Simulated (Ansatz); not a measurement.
WN(NH2)3 (WN₄H₆). The state is a singlet with charge 0. Geometry PBE0-D4/def2-SVP.

```xyz
11

W     0.2550   -0.0762   -0.1553
N     1.6292   -0.4920   -0.9915
N     0.6998    1.6569    0.6432
H     1.5824    2.1451    0.5363
H     0.0693    2.1975    1.2295
N     0.0398   -1.5357    1.1343
H    -0.7159   -1.5960    1.8117
H     0.6566   -2.3355    1.2270
N    -1.1287   -0.0035   -1.5408
H    -0.9833   -0.1838   -2.5282
H    -2.1042    0.2233   -1.3662
```

In the def2 sets W takes a core potential; there is no spin–orbit coupling. B3LYP takes the VWN-RPA correlation.

(1) Estimate the orbital energies around the gap (eV) in Ansatz with LDA (SPW92)/def2-TZVP, PBE-D4/def2-TZVP, r2SCAN-D4/def2-TZVP, B3LYP-D4/def2-TZVP, PBE0-D4/def2-TZVP.

Answers

(1) 
| orbital | LDA (SPW92)/def2-TZVP | PBE-D4/def2-TZVP | r2SCAN-D4/def2-TZVP | B3LYP-D4/def2-TZVP | PBE0-D4/def2-TZVP |
| --- | --- | --- | --- | --- | --- |
| HOMO−5 | -7.26 | -7.06 | -7.35 | -8.22 | -8.49 |
| HOMO−4 | -7.25 | -7.05 | -7.35 | -8.22 | -8.49 |
| HOMO−3 | -6.66 | -6.45 | -6.74 | -7.65 | -7.89 |
| HOMO−2 | -6.65 | -6.45 | -6.72 | -7.55 | -7.80 |
| HOMO−1 | -6.59 | -6.43 | -6.71 | -7.55 | -7.80 |
| HOMO | -5.90 | -5.70 | -5.99 | -6.79 | -7.03 |
| LUMO | -1.20 | -1.00 | -0.86 | -0.41 | -0.14 |
| LUMO+1 | -1.19 | -0.99 | -0.85 | -0.38 | -0.13 |
| LUMO+2 | -0.95 | -0.78 | -0.31 | -0.37 | -0.09 |
| LUMO+3 | 0.06 | 0.20 | 0.58 | 0.74 | 1.06 |
| LUMO+4 | 0.07 | 0.20 | 0.59 | 0.74 | 1.08 |
| LUMO+5 | 0.07 | 0.31 | 0.68 | 0.79 | 1.08 |
